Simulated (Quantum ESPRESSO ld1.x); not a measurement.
The numbers below are computed, except where a source is named.
Problem. The mean radii <r> (bohr) of the occupied orbitals of an atom or ion are listed with their occupations. Level of theory: scalar-relativistic Kohn-Sham, LDA (Slater exchange, VWN5 correlation), spin-polarised, spherical densities, point nucleus (ld1.x of Quantum ESPRESSO 7.5).

| orbital | occ. | <r> |
|---|---|---|
| 1s up | 1 | 0.03188 |
| 1s down | 1 | 0.03188 |
| 2s up | 1 | 0.1385 |
| 2s down | 1 | 0.1385 |
| 2p up | 3 | 0.1207 |
| 2p down | 3 | 0.1207 |
| 3s up | 1 | 0.3800 |
| 3s down | 1 | 0.3800 |
| 3p up | 3 | 0.3792 |
| 3p down | 3 | 0.3792 |
| 3d up | 5 | 0.3579 |
| 3d down | 5 | 0.3579 |
| 4s up | 1 | 0.9446 |
| 4s down | 1 | 0.9442 |
| 4p up | 3 | 1.040 |
| 4p down | 3 | 1.040 |
| 4d up | 5 | 1.458 |
| 4d down | 4 | 1.469 |

Name the element and its charge.

Solution. Z = 46, palladium, charge +1: Pd+ in [Kr] 4d(up 5, down 4). The 1s radius gives Z: for a bare nucleus <r> = (2 gamma + 1)/(2Z) with gamma = sqrt(1 - (Z/c)^2), 0.03135 bohr for Z = 46, and screening makes it slightly larger (0.03188 here). The occupations add up to 45, and the charge is Z minus that.
